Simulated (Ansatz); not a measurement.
Conformers of ClH$_{5}$O$_{2}$Si$_{2}$ (`O[SiH2][SiH](O)Cl`), each relaxed with PBE0-D4/def2-TZVP in Ansatz. CBS adds the triple-zeta coupled-cluster correction to the MP2 limit.

Not all of them had a frequency check.

Conformer A:

Cartesian coordinates in Å:
```
O -0.510 -0.370 2.044
Si -0.647 0.840 0.932
Si 0.213 -0.002 -1.085
O 1.292 -1.120 -0.532
Cl -1.246 -0.925 -2.220
H 0.201 -0.997 1.889
H 0.128 2.051 1.328
H -2.079 1.212 0.825
H 0.865 0.956 -2.014
H 1.783 -1.645 -1.168
```

Conformer B:

Z-matrix (Å, degrees):
```
Si
Si 1 2.340
O 1 1.651 2 105.4
H 1 1.492 2 110.5 3 120.6
H 1 1.490 2 110.0 3 -120.8
Cl 2 2.066 1 109.5 3 64.8
O 2 1.641 1 105.8 3 -176.0
H 2 1.486 1 115.1 3 -52.9
H 3 0.958 1 118.2 2 -175.7
H 7 0.959 2 118.5 1 -179.1
```

Conformer C:

Cartesian coordinates in Å:
```
O 1.979 0.717 0.613
Si 1.129 -0.334 -0.334
Si -1.120 -0.171 0.281
O -1.668 1.314 -0.142
Cl -2.111 -1.647 -0.779
H 2.923 0.792 0.470
H 1.576 -1.742 -0.129
H 1.274 -0.023 -1.784
H -1.417 -0.459 1.708
H -2.566 1.553 0.095
```

Question: Which is lowest in electronic energy at CCSD(T)/CBS (frozen core, def2 sets), and by how much? (An estimate is asked.)

Answer: The calculation gave: A; B lies 1.2 kJ/mol higher, C lies 0.8 kJ/mol higher. Gaps under about 2 kJ/mol don't settle the order.

Question: Give the energies relative to A (kJ/mol) with PBE-D4/def2-TZVPP, r2SCAN-D4/def2-TZVPP, r2SCAN/def2-TZVPP, MP2/def2-TZVPP, CCSD/def2-TZVPP, CCSD(T)/def2-TZVPP, MP2/def2-QZVPP. (Estimate.)

Answer: The calculation gave: 
```tsv
level	B	C
PBE-D4/def2-TZVPP	3.5	2.9
r2SCAN-D4/def2-TZVPP	3.0	2.6
r2SCAN/def2-TZVPP	2.9	2.5
MP2/def2-TZVPP	1.2	0.9
CCSD/def2-TZVPP	0.5	0.2
CCSD(T)/def2-TZVPP	1.2	0.9
MP2/def2-QZVPP	1.1	0.7
```
